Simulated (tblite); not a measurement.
Question: What does the GFN2-xTB structure of InChI=1S/C4H4FPS/c1-3-6-2-4(5)7-3/h2H,1H3 look like in three dimensions?

Answer: 
```
atom  x, y, z in Å
C1    -2.0692   -0.0759    0.1494
C2    -0.5823   -0.0938    0.0308
P3     0.3518   -1.5062   -0.2303
C4     1.8862   -0.6295   -0.2356
C5     1.8107    0.7036   -0.0488
F6     2.8688    1.5211   -0.0209
S7     0.2545    1.4196    0.1690
H8    -2.4565   -1.0879    0.0522
H9    -2.3782    0.3265    1.1146
H10   -2.5145    0.5460   -0.6279
H11    2.8342   -1.1209   -0.3784
```

Orientation and origin are arbitrary. Atoms count from 1 in this order. The 2 C–C bonds span 1.348 Å (C4–C5, aromatic) to 1.492 Å (C1–C2, drawn single), a spread of 0.144 Å. The 7 heavy atoms lie in one plane (0.001 Å rms). The 2 C–P bonds span 1.713 Å (C2–P3, aromatic) to 1.767 Å (P3–C4, aromatic), a spread of 0.054 Å. The 5-membered ring C2–P3–C4–C5–S7 has internal angles of 93.6° to 118.6° (sum 540°, against 540° for a flat polygon); it is planar, 0.00 Å rms from its mean plane, widest ring torsion 0°.

Bonds between heavy atoms (Å): C1–C2 1.492, C2–P3 1.713, P3–C4 1.767, C4–C5 1.348, C5–F6 1.337, C5–S7 1.727, C2–S7 1.735.

The geometry is computed with GFN2-xTB (gas phase).

Point group: Cs (every atom within 0.08 Å of its image). Its GFN2-xTB frequencies are all real (lowest 114 cm⁻¹). 2 starts were optimised and ended at 0.00 and 0.76 kcal/mol (GFN2-xTB); the lowest of these is shown.

The run took 0.36 s wall on one thread, Intel Xeon Platinum 8375C at 2.90 GHz (x86_64), shared host with 96 logical CPUs at a one-minute load of 35. These figures are those of the optimisation.
